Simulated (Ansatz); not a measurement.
Consider the redistribution: `B[SiH2][GeH3]` + `C[N](C)[InH2]` → `C[N]([GeH3])[InH2]` + `B[SiH2]C`.

Gas-phase electronic energies from Ansatz, PBE0-D4/def2-TZVP geometries. CBS: MP2 limit from def2 TZ/QZ plus the TZ coupled-cluster correction, frozen cores. Functionals use def2-TZVPP. B3LYP here is the variant with VWN-RPA as its local correlation; programs differ in this. Elements past krypton have def2 core potentials. For Ge, In outer-core shells are correlated without core-valence functions, which leaves a few kJ/mol of doubt a bond. Scalar relativity is left out up to krypton.

| level | ΔE (kJ/mol) | difference from CCSD(T)/CBS |
| --- | --- | --- |
| revPBE-D4 | -26.2 | 22.8 |
| BLYP-D4 | -33.3 | 15.7 |
| ωB97M-V | -46.8 | 2.2 |
| BLYP | -31.7 | 17.3 |
| B3LYP | -36.9 | 12.1 |
| SCS-MP2/def2-TZVPP | -57.8 | -8.8 |
| CCSD(T)/def2-TZVPP | -48.6 | 0.4 |
| SCS-MP2/def2-QZVPP | -58.4 | -9.4 |
| MP2/CBS(def2) | -56.9 | -7.9 |
| CCSD/CBS(def2) | -50.2 | -1.2 |
| CCSD(T)/CBS | -49.0 | 0 |

Largest T1 diagnostic among the species: 0.017.

From PBE to PBE0 (25 % exact exchange), in def2-TZVPP and without D4, ΔE moves by −7.3 kJ/mol. At CCSD(T), def2-SVP lies +11.4 kJ/mol from the extrapolated value and def2-TZVPP +0.4 kJ/mol. Leaving LDA and LC-ωPBE aside and taking each functional with its dispersion term where it has one, the values, not all of them listed here, spread over 22.1 kJ/mol, from ωB97M-V to PBE-D4. LDA lies +5.6 kJ/mol from PBE without D4.
